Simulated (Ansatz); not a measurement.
`C[Te]C` and `CC[Te]C` differ in one atom or group.

Ansatz, PBE0-D4/def2-TZVP geometries, multiplicity 1. Each molecule was computed in one conformer, which needn't be the lowest.

Elements past krypton have def2 core potentials.

```csv
property,`C[Te]C`
LUMO energy (PBE/def2-TZVPP) / eV,-1.19
HOMO–LUMO gap (B3LYP/def2-TZVPP) / eV,4.83
HOMO energy (B3LYP/def2-TZVPP) / eV,-5.45
HOMO energy (PBE0/def2-TZVPP) / eV,-5.65
LUMO energy (ωB97M-V/def2-TZVPP) / eV,1.34
HOMO–LUMO gap (PBE/def2-TZVPP) / eV,3.43
```

Task: What does the change do to each property? (Estimate.)

Result: The calculation gave: 
| property | `CC[Te]C` | shift |
| --- | --- | --- |
| LUMO energy (PBE/def2-TZVPP) / eV | -1.22 | -0.03 |
| HOMO–LUMO gap (B3LYP/def2-TZVPP) / eV | 4.77 | -0.06 |
| HOMO energy (B3LYP/def2-TZVPP) / eV | -5.41 | 0.04 |
| HOMO energy (PBE0/def2-TZVPP) / eV | -5.61 | 0.04 |
| LUMO energy (ωB97M-V/def2-TZVPP) / eV | 1.33 | -0.01 |
| HOMO–LUMO gap (PBE/def2-TZVPP) / eV | 3.36 | -0.07 |

The zero-point energy changes by 75.7 kJ/mol with +9 modes.

B3LYP here is the variant with VWN-RPA as its local correlation; programs differ in this.

Spin–orbit coupling is left out; it splits and shifts lone-pair levels of the heavy atoms by tenths of an eV.
